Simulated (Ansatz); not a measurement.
Frontier orbitals of `S=[C]1[NH][GeH2]1`.

Z-matrix (Å, degrees):
```
Ge
C 1 1.979
N 1 1.885 2 39.8
H 1 1.535 2 122.7 3 -85.6
H 1 1.535 2 122.7 3 85.6
S 2 1.608 1 152.3 3 180.0
H 3 1.014 1 159.1 2 -180.0
```

Total charge 0; spin multiplicity 1. Correlated methods include outer-core shells of Ge, which these sets cover unevenly. Scalar relativity is left out up to krypton. The geometry is a stationary point of PBE0-D4/def2-TZVP. Basis def2-TZVPP, the Gaussian-basis code of Ansatz.

| functional | HOMO (eV) | LUMO (eV) |
| --- | --- | --- |
| ωB97X-V | -8.16 | 0.48 |

Question: Give HOMO and LUMO (eV) with LDA (SPW92), PBE, revPBE, BLYP, r2SCAN, B97M-V, PBE0, B3LYP, r2SCANh, r2SCAN0, HSE06 (plane-wave form), BHLYP, CAM-B3LYP, LC-ωPBE, ωB97M-V, HF. (Best estimate.)

Answer: The calculation gave: 
```json
{"functional": "LDA (SPW92)", "HOMO": "-5.24", "LUMO": "-2.36"}
{"functional": "PBE", "HOMO": "-5.08", "LUMO": "-2.20"}
{"functional": "revPBE", "HOMO": "-5.02", "LUMO": "-2.13"}
{"functional": "BLYP", "HOMO": "-4.93", "LUMO": "-2.13"}
{"functional": "r2SCAN", "HOMO": "-5.28", "LUMO": "-2.08"}
{"functional": "B97M-V", "HOMO": "-5.28", "LUMO": "-2.14"}
{"functional": "PBE0", "HOMO": "-6.06", "LUMO": "-1.47"}
{"functional": "B3LYP", "HOMO": "-5.87", "LUMO": "-1.71"}
{"functional": "r2SCANh", "HOMO": "-5.64", "LUMO": "-1.81"}
{"functional": "r2SCAN0", "HOMO": "-6.20", "LUMO": "-1.40"}
{"functional": "HSE06 (plane-wave form)", "HOMO": "-5.68", "LUMO": "-1.84"}
{"functional": "BHLYP", "HOMO": "-6.93", "LUMO": "-0.71"}
{"functional": "CAM-B3LYP", "HOMO": "-7.24", "LUMO": "-0.53"}
{"functional": "LC-ωPBE", "HOMO": "-8.47", "LUMO": "0.60"}
{"functional": "ωB97M-V", "HOMO": "-8.03", "LUMO": "0.34"}
{"functional": "HF", "HOMO": "-8.29", "LUMO": "1.44"}
```

B3LYP here is the variant with VWN-RPA as its local correlation; programs differ in this. LC-ωPBE has ω = 0.4 bohr⁻¹. Positive LUMOs are unbound and depend on the basis.
